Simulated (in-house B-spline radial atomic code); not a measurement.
Checks on a self-consistent run for As6+, [Ne] 3s2 (3p1/2)2 (3p3/2)3 (3d3/2)4 (3d5/2)5 (5f5/2)1. Level of theory: Dirac-Hartree-Fock, average of the jj configuration, Fermi nucleus of rms radius 4.0968 fm; calculated with a B-spline radial code for spherical atoms.

```tsv
orbital	q	ε (Eh)	<1/r>	<r²>	small-component weight
1s1/2	2	-444.17824	33.4758	0.00278349	0.014276
2s1/2	2	-62.60484	7.45162	0.0479999	0.0028107
2p1/2	2	-56.27415	7.38054	0.0373859	0.0027761
2p3/2	4	-54.85289	7.16424	0.0389231	0.002715
3s1/2	2	-12.61302	2.43967	0.392013	0.00067236
3p1/2	2	-10.52276	2.33137	0.406622	0.00062894
3p3/2	3	-10.27587	2.28708	0.41852	0.00061755
3d3/2	4	-6.54655	2.0522	0.448313	0.00051271
3d5/2	5	-6.44823	2.03851	0.454665	0.00050821
5f5/2	1	-1.00423	0.299755	21.3947	3.0113e-05
```

Electron-electron repulsion V_ee = 758.7903 hartree.

Task: What total energy follows from the eigenvalues?

Result: The eigenvalues count the repulsion twice, so E = Σqε - V_ee = -1482.057 - 758.790 = -2240.847 hartree; the run printed -2240.847.

Task: Does the Dirac virial theorem hold?

Result: For a point nucleus E = -2c²Σq·w, with w the small-component weight. Here Σq·w = 0.059663 and c = 137.0360, so the ratio E/(-2c²Σq·w) is 1.000013; the finite nucleus accounts for the departure from 1.

Task: What diamagnetic shielding (Lamb formula) and susceptibility (Langevin formula) do the radii give?

Result: σ = (α²/3)Σq<1/r> = 160.377/(3·137.036²) = 2846.8 ppm, and χ = -0.79199×10⁻⁶·Σq<r²> = -22.69×10⁻⁶ cm³/mol with Σq<r²> = 28.646 bohr². Both are non-relativistic formulas without the paramagnetism of open shells.
